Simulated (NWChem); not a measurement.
Species: BiHF2; SMILES [F][BiH][F]

Results from NWChem. All runs use the structure optimised with PBE0/def2-SVP. def2 effective core potentials on Bi; no spin-orbit coupling.

Problem. What does the run give for PBE/def2-SVP? Quantities: highest occupied level (eV); orbital gap (eV); dipole (D).

Solution. 
```yaml
highest occupied level (eV): -6.87
orbital gap (eV): 4.61
dipole (D): 4.03
```
